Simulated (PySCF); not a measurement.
Sn(Cl)(Me)2(OH) (C₂H₇ClOSn), SMILES [CH3][Sn]([CH3])([OH])[Cl].

Geometry optimised at PBE-D3(BJ)/def2-SVP. The def2 effective core potentials stand for the cores of Sn; spin–orbit coupling is left out. Other conformers were not sampled.

Two levels are set side by side: TDA-PBE/def2-SVPD (PySCF) and TDA-PBE0/def2-SVPD (PySCF). Vertical, same geometry. The lowest singlet is HOMO→LUMO 82 %, HOMO−1→LUMO 13 % with PBE and HOMO→LUMO 65 %, HOMO−1→LUMO 17 % with the other functional; states are paired by order. Differences are taken from unrounded values.

```json
[
 {"quantity": "lowest singlet excitation (eV)", "TDA-PBE0": "6.13"},
 {"quantity": "lowest triplet excitation (TDA) (eV)", "TDA-PBE0": "5.34"},
 {"quantity": "first bright state (f over 0.05) (eV)", "TDA-PBE0": "6.13"},
 {"quantity": "its oscillator strength", "TDA-PBE0": "0.11"}
]
```

Question: What does TDA-PBE give, and how far is it from TDA-PBE0? (The exact figures need the calculation; the answer reports its results.)

Answer: 
```csv
quantity,TDA-PBE,TDA-PBE minus TDA-PBE0
lowest singlet excitation (eV),5.25,-0.88
lowest triplet excitation (TDA) (eV),4.73,-0.62
first bright state (f over 0.05) (eV),5.25,-0.88
its oscillator strength,0.06,-0.05
```

Functionals without exact exchange tend to place singlet excitations lower, as here. Differences between two approximate levels are no errors against the true value.

Rough cost on one machine, each run with all the roots and properties that it gave: TDA-PBE0 against TDA-PBE about 2 times.
